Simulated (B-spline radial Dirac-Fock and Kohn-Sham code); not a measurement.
ΔSCF core binding energies without Breit or QED terms, calculated with a B-spline atomic structure program.

A sound run for Lu²⁺, configuration [Xe] 4f14 6s1: The ground state converged in 10 iterations, with total energy -14571.82519 Ha, virial ratio 1.89757 and highest orbital energy -20.01 eV. ΔSCF binding energies: K (1s) 63640.4 eV, L3 (2p3/2) 9295.0 eV, M5 (3d5/2) 1617.8 eV.

A second run, with one unsound setting: The ground state converged in 10 iterations, with total energy -14359.72113 Ha, virial ratio 1.85730 and highest orbital energy -17.74 eV. ΔSCF binding energies: K (1s) 63631.4 eV, L3 (2p3/2) 9303.6 eV, M5 (3d5/2) 1736.7 eV.

```
iter   energy (Ha)        error
   1   -14346.67052172  4.67e+00
   2   -14351.10047239  1.93e+00
   3   -14359.65585965  1.91e-01
   4   -14359.71880638  4.67e-02
   5   -14359.72087269  1.11e-02
   6   -14359.72102274  6.69e-03
   7   -14359.72112853  2.29e-04
   8   -14359.72112881  2.32e-05
   9   -14359.72112881  2.27e-06
  10   -14359.72112881  1.28e-07
```

Task: Which fault fits the second run best?
A. functional not served
B. tolerance below the noise
C. mesh too coarse
D. too few iterations

Result: C. The input had h = 0.9: h is too large to resolve the orbitals.
